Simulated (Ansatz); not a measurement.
Geometry optimisation, RKS PBE0-D4/def2-SVP (Ansatz).

Input file:

```yaml
crystal:
  periodic: [false, false, false]
  atoms:
    - { symbol: C, position_ang: [-0.7796, 0.9369, -0.43] }
    - { symbol: Al, position_ang: [0.8296, -0.0306, -0.0134] }
    - { symbol: Te, position_ang: [0.8162, -1.716, 1.9602] }
    - { symbol: H, position_ang: [-0.5574, 2.081, -0.3598] }
    - { symbol: H, position_ang: [-1.6269, 0.6858, 0.2518] }
    - { symbol: H, position_ang: [-1.1483, 0.7592, -1.4782] }
    - { symbol: H, position_ang: [2.1778, 0.1959, -0.8829] }
    - { symbol: H, position_ang: [0.3808, -2.9692, 0.8966] }
basis:
  gaussian: { orbitals: def2-SVP }
hamiltonian:
  xc: pbe0
  dispersion: d4
relax:
  f_tol: 0.02
  max_steps: 40
scf:
  lower_state_search: "off"
output:
  orbitals: {}
```

Launched with:

```bash
$ ansatz run input.yaml --threads 2 --pin off --max-ram 3072MiB --backend cpu --events-out ev --progress --plain --runs-dir out
```

**Question.** Where does it end, and by what steps?

**Answer.** It converged. After 14 steps the energy has fallen by 0.410 eV; H8 moved furthest, 1.34 Å.

```json
{"step": "0", "energy less start (eV)": "0.0000", "largest force component (eV/Å)": "1.661", "accepted": "yes"}
{"step": "1", "energy less start (eV)": "-0.0830", "largest force component (eV/Å)": "0.523", "accepted": "yes"}
{"step": "2", "energy less start (eV)": "-0.1002", "largest force component (eV/Å)": "0.104", "accepted": "yes"}
{"step": "3", "energy less start (eV)": "-0.1036", "largest force component (eV/Å)": "0.107", "accepted": "yes"}
{"step": "4", "energy less start (eV)": "-0.1059", "largest force component (eV/Å)": "0.044", "accepted": "yes"}
{"step": "5", "energy less start (eV)": "-0.1352", "largest force component (eV/Å)": "0.193", "accepted": "yes"}
{"step": "6", "energy less start (eV)": "-0.1864", "largest force component (eV/Å)": "0.284", "accepted": "yes"}
{"step": "7", "energy less start (eV)": "-0.2370", "largest force component (eV/Å)": "0.498", "accepted": "yes"}
{"step": "8", "energy less start (eV)": "-0.3046", "largest force component (eV/Å)": "0.369", "accepted": "yes"}
{"step": "9", "energy less start (eV)": "-0.3606", "largest force component (eV/Å)": "0.204", "accepted": "yes"}
{"step": "10", "energy less start (eV)": "-0.3986", "largest force component (eV/Å)": "0.113", "accepted": "yes"}
{"step": "11", "energy less start (eV)": "-0.3940", "largest force component (eV/Å)": "0.328", "accepted": "no"}
{"step": "12", "energy less start (eV)": "-0.4082", "largest force component (eV/Å)": "0.027", "accepted": "yes"}
{"step": "13", "energy less start (eV)": "-0.4092", "largest force component (eV/Å)": "0.030", "accepted": "yes"}
{"step": "14", "energy less start (eV)": "-0.4097", "largest force component (eV/Å)": "0.007", "accepted": "yes"}
```

```xyz
8
Properties=species:S:1:pos:R:3
C -0.825 1.105 -0.423
Al 0.535 -0.269 -0.152
Te 0.169 -1.992 1.669
H -0.412 2.103 -0.197
H -1.718 0.962 0.204
H -1.149 1.132 -1.478
H 1.871 -0.372 -1.003
H 1.623 -2.726 1.324
```

Whether the end is a true minimum wasn't checked by a vibrational analysis.

Time of the run: 42 s on 2 threads of Arm Neoverse N1, on a shared host, peak memory 0.16 GiB.
